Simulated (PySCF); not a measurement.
A geometry optimisation, step by step.

4-pyridinecarboxaldehyde, C6H5NO.
Bonds: O1–C2 (double), C2–C3, C3–C4 (aromatic), C4–C5 (aromatic), C5–N6 (aromatic), N6–C7 (aromatic), C7–C8 (aromatic), C3–C8 (aromatic). Hydrogens: H9 on C2; H10 on C4; H11 on C5; H12 on C7; H13 on C8.

Method: PBE0-D3(BJ)/def2-SVP geometry optimisation, gas phase (PySCF); density fitting, grid level 2; the optimiser is geomeTRIC in internal coordinates, started from a GFN2-xTB structure. The frame can shift and turn from step to step; on so coarse a grid that alone can change the energy by a few meV, and forces under 0.02 eV/Å are noise.

Step 0: E = -9821.6053 eV, largest atomic force 0.534 eV/Å
```
atom  x, y, z in Å  |  force x, y, z in eV/Å
O1      2.829    0.972    0.011    0.012   0.164   0.013
C2      2.136   -0.008   -0.054    0.108  -0.011  -0.005
C3      0.662   -0.005   -0.017   -0.258   0.166   0.020
C4     -0.062   -1.193   -0.101    0.159   0.316   0.025
C5     -1.446   -1.120   -0.062   -0.032   0.015   0.000
N6     -2.110    0.017    0.051   -0.517  -0.090   0.002
C7     -1.424    1.145    0.131    0.145   0.016   0.003
C8     -0.040    1.195    0.103    0.028  -0.221  -0.025
H9      2.576   -1.021   -0.150    0.227  -0.322  -0.032
H10     0.444   -2.142   -0.195    0.233  -0.463  -0.045
H11    -2.056   -2.012   -0.124   -0.185  -0.495  -0.035
H12    -2.016    2.046    0.221   -0.178   0.501   0.048
H13     0.501    2.126    0.169    0.259   0.424   0.031
```

Step 1: E = -9821.6362 eV, largest atomic force 0.076 eV/Å
```
atom  x, y, z in Å  |  force x, y, z in eV/Å
O1      2.823    0.938   -0.026    0.009  -0.011  -0.001
C2      2.141   -0.050   -0.086    0.008   0.014   0.000
C3      0.656   -0.037   -0.043    0.042  -0.035  -0.003
C4     -0.069   -1.225   -0.124    0.015  -0.072  -0.008
C5     -1.462   -1.156   -0.081   -0.011  -0.047  -0.003
N6     -2.130   -0.013    0.033   -0.028   0.005   0.003
C7     -1.431    1.120    0.111   -0.039   0.059   0.004
C8     -0.041    1.167    0.077    0.034   0.067   0.005
H9      2.597   -1.070   -0.182   -0.015   0.023   0.002
H10     0.441   -2.189   -0.219   -0.019   0.042   0.004
H11    -2.062   -2.072   -0.143    0.008   0.035   0.004
H12    -2.012    2.046    0.205    0.015  -0.040  -0.003
H13     0.511    2.108    0.142   -0.020  -0.040  -0.004
```

Step 2: E = -9821.6362 eV, largest atomic force 0.079 eV/Å
```
atom  x, y, z in Å  |  force x, y, z in eV/Å
O1      2.830    0.938   -0.027   -0.055   0.020   0.002
C2      2.142   -0.048   -0.087    0.039  -0.069  -0.006
C3      0.657   -0.039   -0.044   -0.011   0.053   0.003
C4     -0.070   -1.227   -0.124    0.010   0.007   0.001
C5     -1.463   -1.155   -0.080    0.002  -0.020  -0.002
N6     -2.131   -0.012    0.035   -0.004   0.006   0.001
C7     -1.432    1.121    0.111    0.016  -0.012  -0.001
C8     -0.041    1.165    0.077    0.003   0.023   0.002
H9      2.597   -1.067   -0.182   -0.001  -0.009  -0.001
H10     0.438   -2.191   -0.219   -0.001   0.000   0.000
H11    -2.064   -2.069   -0.141    0.000   0.000   0.001
H12    -2.012    2.046    0.205    0.001  -0.002   0.000
H13     0.511    2.105    0.141    0.003   0.003   0.000
```

Step 3: E = -9821.6364 eV, largest atomic force 0.024 eV/Å
```
atom  x, y, z in Å  |  force x, y, z in eV/Å
O1      2.825    0.939   -0.027   -0.009   0.009   0.000
C2      2.142   -0.049   -0.087    0.006  -0.023  -0.001
C3      0.657   -0.039   -0.044   -0.014   0.016   0.000
C4     -0.070   -1.227   -0.124    0.000   0.013   0.002
C5     -1.463   -1.155   -0.080    0.005  -0.006  -0.001
N6     -2.131   -0.012    0.035    0.000   0.003   0.001
C7     -1.431    1.121    0.111    0.013  -0.010  -0.001
C8     -0.041    1.166    0.077   -0.003   0.000   0.000
H9      2.598   -1.068   -0.182    0.001  -0.003  -0.001
H10     0.438   -2.190   -0.219    0.002  -0.004   0.000
H11    -2.064   -2.069   -0.141   -0.003  -0.002   0.001
H12    -2.011    2.046    0.205   -0.002   0.003   0.000
H13     0.512    2.105    0.141    0.004   0.004   0.000
```

Task: Summarise the path.

Result: The energy falls by 0.0311 eV from step 0 to step 3; nine tenths of that is first reached at step 1. It never rises by more than 0.2 meV. The largest force goes from 0.534 to 0.024 eV/Å. Among the bonds C4–H10 changes most (a near tie, within 0.001 Å, with another), from 1.080 to 1.093 Å; the atoms move by 0.017 Å rms after alignment.

Task: Follow the three bonds and two angles with the largest change from start to end.

Result: 
```json
{"step": "0", "E above end (eV)": "0.0311", "largest force (eV/Å)": "0.534", "C4–H10 (Å)": "1.080", "C7–H12 (Å)": "1.082", "C5–H11 (Å)": "1.082", "N6–C5–H11 (°)": "115.5", "C8–C7–H12 (°)": "121.2"}
{"step": "1", "E above end (eV)": "0.0002", "largest force (eV/Å)": "0.076", "C4–H10 (Å)": "1.095", "C7–H12 (Å)": "1.097", "C5–H11 (Å)": "1.097", "N6–C5–H11 (°)": "116.7", "C8–C7–H12 (°)": "120.2"}
{"step": "2", "E above end (eV)": "0.0003", "largest force (eV/Å)": "0.079", "C4–H10 (Å)": "1.094", "C7–H12 (Å)": "1.096", "C5–H11 (Å)": "1.096", "N6–C5–H11 (°)": "116.5", "C8–C7–H12 (°)": "120.3"}
{"step": "3", "E above end (eV)": "0.0000", "largest force (eV/Å)": "0.024", "C4–H10 (Å)": "1.093", "C7–H12 (Å)": "1.096", "C5–H11 (Å)": "1.096", "N6–C5–H11 (°)": "116.5", "C8–C7–H12 (°)": "120.3"}
```

What follows is the cost of the whole optimisation. On Arm Neoverse V2, one thread, shared host with 32 logical CPUs at a one-minute load of 17, this took 29 s and 0.77 GiB of memory at its peak.
